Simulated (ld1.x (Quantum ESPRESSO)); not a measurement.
Values are calculated unless marked as measured or tabulated.
# Potentials for P compared

Generated with ld1.x 7.5 (TM, RRKJ, ultrasoft, PAW), atompaw 4.2 or ONCVPSP 4.0.1. The cutoff is in Ry: for ld1.x and atompaw files where the sum of valence levels is converged to 10 mRy in a Bessel basis, for ONCV files where the hardest occupied wave has 1 mHa per electron of residual kinetic energy. The error is the largest all-electron minus pseudo excitation energy over each file’s own four to seven test configurations (ionisations up to +4, promotions, holes and added fractions of an electron), all of which were solved. The labels leave out finer settings (local radius, basis sizes, second energies), which also bear on the numbers. Spin-polarised tests are not counted. The rows are a selection from randomly drawn settings: files with unsolved tests, undetermined cutoffs or missed reference levels are left out.

| potential | cutoff (Ry) | largest error (meV) | bound ghosts |
| --- | --- | --- | --- |
| ultrasoft, PBE, non-relativistic, rc 1.40/1.45/1.70 (spd), local smoothed, core correction yes, reference 3s2 3p2 | 18 | +28 | none |
| TM, PBEsol, scalar-relativistic, rc 1.70/1.25 (sp), local s, core correction yes, reference 3s2 3p2 | 70 | +77 | none |
| ultrasoft, LDA (PZ), scalar-relativistic, rc 1.35/1.80/1.65 (spd), local smoothed, core correction no, reference 3s2 3p3 | 18 | +474 | none |
| PAW, PBE, scalar-relativistic, rc 1.80/2.10 (sp), local smoothed, core correction yes, reference 3s2 3p2.5 | 12 | -113 | none |
| TM semilocal, LDA (PZ), non-relativistic, rc 1.65/1.90 (sp), local p, core correction yes, reference 3s2 3p2 | 30 | +86 | none |
| ultrasoft, PBE, non-relativistic, rc 1.75/1.75/1.90 (spd), local smoothed, core correction no, reference 3s2 3p3 | 12 | +166 | none |

Fill in the row for P: TM, LDA (PZ), non-relativistic, rc 1.60/1.95/1.95 (spd), local d, core correction yes, reference 3s2 3p2.

cutoff 21 Ry, largest error +264 meV, bound ghosts: none.

Fill in the row for P: TM semilocal, LDA (PZ), scalar-relativistic, rc 1.05/1.75/1.60 (spd), local s, core correction no, reference 3s2 3p1.

cutoff 80 Ry, largest error +330 meV, bound ghosts: none.

Fill in the row for P: ultrasoft, PBE, scalar-relativistic, rc 1.85/1.50/1.85 (spd), local smoothed, core correction yes, reference 3s2 3p1.

cutoff 10 Ry, largest error +80 meV, bound ghosts: none.
